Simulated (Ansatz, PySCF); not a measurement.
Spin states of H2O2Ta (SMILES [OH][Ta][OH]), each relaxed with B3LYP-D3(BJ)/def2-TZVP.
State 1 (charge 0, multiplicity 2):
```tsv
atom	x (Å)	y (Å)	z (Å)
Ta	-0.0106	0.0026	-0.0118
O	1.4067	0.2422	-1.2245
H	2.1256	0.3668	-1.8399
O	-1.4279	-0.2326	1.2015
H	-2.1476	-0.3492	1.8176
```
State 2 (charge 0, multiplicity 4):
```xyz
5

Ta    -0.01078     0.00596    -0.01144
O      1.42256     0.24590    -1.23827
H      2.14129     0.36654    -1.85339
O     -1.44409    -0.23421     1.21536
H     -2.16276    -0.35445     1.83063
```

```json
[
 {"level": "SVWN5/def2-TZVPP", "energy of the multiplicity-4 state less that of the multiplicity-2 state (kcal/mol)": "2.93", "cost": "×0.3"},
 {"level": "BLYP/def2-TZVPP", "energy of the multiplicity-4 state less that of the multiplicity-2 state (kcal/mol)": "4.50", "cost": "×1"},
 {"level": "BLYP-D3(BJ)/def2-TZVPP", "energy of the multiplicity-4 state less that of the multiplicity-2 state (kcal/mol)": "4.52", "cost": "×1"},
 {"level": "BLYP-D4/def2-TZVPP", "energy of the multiplicity-4 state less that of the multiplicity-2 state (kcal/mol)": "4.53", "cost": "×1"},
 {"level": "B97M-V/def2-TZVPP", "energy of the multiplicity-4 state less that of the multiplicity-2 state (kcal/mol)": "-0.04", "cost": "×6"},
 {"level": "B3LYP/def2-TZVPP", "energy of the multiplicity-4 state less that of the multiplicity-2 state (kcal/mol)": "2.56", "cost": "×0.9"},
 {"level": "B3LYP-D3(BJ)/def2-TZVPP", "energy of the multiplicity-4 state less that of the multiplicity-2 state (kcal/mol)": "2.57", "cost": "×0.9"},
 {"level": "B3LYP-D4/def2-TZVPP", "energy of the multiplicity-4 state less that of the multiplicity-2 state (kcal/mol)": "2.58", "cost": "×0.9"},
 {"level": "BHLYP/def2-TZVPP", "energy of the multiplicity-4 state less that of the multiplicity-2 state (kcal/mol)": "1.01", "cost": "×1"},
 {"level": "BHLYP-D3(BJ)/def2-TZVPP", "energy of the multiplicity-4 state less that of the multiplicity-2 state (kcal/mol)": "1.02", "cost": "×1"},
 {"level": "BHLYP-D4/def2-TZVPP", "energy of the multiplicity-4 state less that of the multiplicity-2 state (kcal/mol)": "1.02", "cost": "×1"},
 {"level": "CAM-B3LYP/def2-TZVPP", "energy of the multiplicity-4 state less that of the multiplicity-2 state (kcal/mol)": "2.91", "cost": "×2"},
 {"level": "CAM-B3LYP-D3(BJ)/def2-TZVPP", "energy of the multiplicity-4 state less that of the multiplicity-2 state (kcal/mol)": "2.91", "cost": "×2"},
 {"level": "CAM-B3LYP-D4/def2-TZVPP", "energy of the multiplicity-4 state less that of the multiplicity-2 state (kcal/mol)": "2.92", "cost": "×2"},
 {"level": "wB97M-V/def2-TZVPP", "energy of the multiplicity-4 state less that of the multiplicity-2 state (kcal/mol)": "3.71", "cost": "×4"},
 {"level": "B2PLYP/def2-TZVPP", "energy of the multiplicity-4 state less that of the multiplicity-2 state (kcal/mol)": "2.34", "cost": "×3"},
 {"level": "B2PLYP-D3(BJ)/def2-TZVPP", "energy of the multiplicity-4 state less that of the multiplicity-2 state (kcal/mol)": "2.34", "cost": "×3"},
 {"level": "B2PLYP-D4/def2-TZVPP", "energy of the multiplicity-4 state less that of the multiplicity-2 state (kcal/mol)": "2.34", "cost": "×3"},
 {"level": "CCSD/def2-SVP", "energy of the multiplicity-4 state less that of the multiplicity-2 state (kcal/mol)": "-1.74", "cost": "-"},
 {"level": "CCSD(T)/def2-SVP", "energy of the multiplicity-4 state less that of the multiplicity-2 state (kcal/mol)": "0.70", "cost": "×4"}
]
```

The rows run from -1.74 (CCSD/def2-SVP) to 4.53 kcal/mol (BLYP-D4/def2-TZVPP). The dispersion term adds 0.01 in BLYP-D3(BJ), 0.02 in BLYP-D4, 0.01 in B3LYP-D3(BJ). The 8 functionals in def2-TZVPP without D3 or D4 span 4.55, from B97M-V to BLYP.

Singlets are restricted, other states unrestricted; no spin–orbit coupling, no relativity up to Kr; see below for the cores. The largest T1 diagnostic is 0.020.

Correlated levels freeze the inner cores; with def2 sets outer-core shells near the valence are correlated too.

Doubts at one or more of the structures used: a spin-contaminated determinant (BLYP/def2-TZVPP, BLYP-D3(BJ)/def2-TZVPP, BLYP-D4/def2-TZVPP, B97M-V/def2-TZVPP, B3LYP/def2-TZVPP, B3LYP-D3(BJ)/def2-TZVPP, B3LYP-D4/def2-TZVPP, BHLYP/def2-TZVPP, BHLYP-D3(BJ)/def2-TZVPP, BHLYP-D4/def2-TZVPP, CAM-B3LYP/def2-TZVPP, CAM-B3LYP-D3(BJ)/def2-TZVPP, CAM-B3LYP-D4/def2-TZVPP, wB97M-V/def2-TZVPP, B2PLYP/def2-TZVPP, B2PLYP-D3(BJ)/def2-TZVPP, B2PLYP-D4/def2-TZVPP).

The values were computed with Ansatz (a quantum-chemistry and plane-wave program); PySCF for the dispersion terms. Values without a source in brackets are computed. In def2 rows elements past Kr take small-core potentials, without spin–orbit coupling.

Costs are rough ratios of core time to PBE/def2-TZVPP (about 40 s over the structures, on one shared machine); a dash marks a level with no comparable run of its own.
